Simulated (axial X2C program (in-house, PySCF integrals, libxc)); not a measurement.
## AsS⁻ at several levels of theory

Computed with an axial X2C code built on PySCF integrals. Spin-free means the one-electron spin-free X2C Hamiltonian; two-component (2c) means X2C with spin–orbit coupling and atomic mean-field two-electron Coulomb and Gaunt terms, so the difference of the two also holds small scalar two-electron terms. Basis: As dyall-acv3z [10s10p7d5f1g], S dyall-av3z [9s8p3d2f] (cores contracted in-house); Gaussian nuclei, density fitting, unrestricted open shells. Masses: As 74.922 u, S 31.972 u.

The run was started with this input:
```json
{
 "zs": [
  33,
  16
 ],
 "q": -1,
 "bas": [
  "dyall-acv3z",
  "dyall-av3z"
 ],
 "levels": [
  "PBE0",
  "HF",
  "LDA"
 ],
 "cc": true,
 "r0": 2.08,
 "thr": -2.0,
 "nmax": 90,
 "npts": 10,
 "nst": 2,
 "ntry": 6
}
```
```bash
python so2c.py task.json out
```

Keys: zs atomic numbers; q charge; bas basis sets; levels methods; cc coupled cluster on or off; r0 starting distance in Å; thr threshold in hartree for freezing inner shells (an s shell follows its p shell); nmax most natural virtual spinors; npts points on the curve; nst determinants followed; ntry starts of the search. HF also brings MP2.

State, spin-free: M_S = 1, Λ = 0 (beyond evenly filled blocks: π+α, π-α); electrons by block: σα: 12, σβ: 12, π+α: 6, π+β: 5, π-α: 6, π-β: 5, δ+α: 1, δ+β: 1, δ-α: 1, δ-β: 1. Fragments: As + S-.

State, 2c: Ω = 1 (⟨Sz⟩ = 1.00, ⟨Lz⟩ = 0.00 at PBE0); electrons by block: 1/2: 17, -1/2: 18, 3/2: 7, -3/2: 6, 5/2: 1, -5/2: 1. Fragments: As + S-.

```
Hamiltonian    level  Re (Å)  ωe (cm⁻¹)  ωexe (cm⁻¹)  Be (cm⁻¹)  De (eV)  D0 (eV)  μ (D)
  spin-free     PBE0   2.117      483.3         1.47     0.1678     3.61     3.58  -2.28
  spin-free       HF   2.119      488.2          n/a     0.1675     1.79     1.76  -3.18
  spin-free     CCSD   2.131      476.8          1.6     0.1657     3.14     3.11    n/a
  spin-free  CCSD(T)   2.140      467.5         1.47     0.1643     3.30     3.28    n/a
  spin-free      LDA   2.117      471.4         1.48     0.1679     4.58     4.55  -1.83
         2c     PBE0   2.118      482.8         1.47     0.1677     3.59     3.56  -2.28
         2c       HF   2.120      487.6          n/a     0.1675     1.76     1.73  -3.18
         2c     CCSD   2.131      476.3         1.59     0.1656     3.11     3.08    n/a
         2c  CCSD(T)   2.140      467.0         1.46     0.1642     3.28     3.25    n/a
         2c      LDA   2.117      470.9         1.48     0.1678     4.54     4.52  -1.83
```

Correlated methods: 12 electrons correlated (number of frozen shells: As 3 s, 2 p, 1 d; S 2 s, 1 p), 262 virtual spin orbitals or spinors in MP2, 90 natural virtuals in coupled cluster.

Dipoles are positive if S is the positive end and refer to the centre of mass.

The state is one determinant whose occupation by symmetry is held fixed; it was picked as the lowest of a PBE0 search that is not exhaustive. Dissociation energies refer to the lowest single-determinant-based atoms at the same level and basis. Density functionals use the spin component along the axis (collinear). Coupled cluster ran in a truncated set of natural virtual spinors; the MP2 energy of the rest was added. (T) has no such correction and the atoms are truncated less, which lowers De at CCSD(T) by a hundredth of an eV or more. In 2c an atomic determinant is not the ground J level, so De misses part of the atomic spin–orbit lowering. This holds for PBE0. Other states lie close and PBE0, whose exact exchange favours high spin, may order them wrongly; the determinant shown need not be the ground state. The nearest other spin-free determinant of the search, M_S = 0, Λ = 2, lies 0.61 eV up at the distance of the search. The functionals have no current-density term, which raises determinants with orbital currents, atoms included. With several unpaired electrons one determinant need not be a pure state. Open-shell Ω = 0 determinants with evenly filled partner blocks cannot be reached by this program, so the Ω shown need not be the lowest component. This is the Ω = 1 component of a π² triplet; the 0⁺ component is not one determinant and can lie lowest. The highest occupied level of some functionals is positive through self-interaction error; at Hartree–Fock it is bound. The determinant is spin-polarised beyond a pure state at some levels (its spin-free form has ⟨S²⟩ too high), which makes Re and μ there less reliable. Hartree–Fock gets electron affinities wrong, so its lowest charge split need not be the true one.

No reliable constants came from MP2 (2c), MP2 (spin-free): no minimum in range, unconverged points, a curve that is not smooth, a change of character along it, or the two Hamiltonians disagreeing along it.

Rough cost a point (2c) on 1 thread(s) of a shared host, integrals apart: PBE0 1.4 s, HF 1 s, CCSD(T) 5 s, LDA 0.5 s.

The whole task took 2.8 min on 1 thread of Arm Neoverse V1, with other jobs on the host.
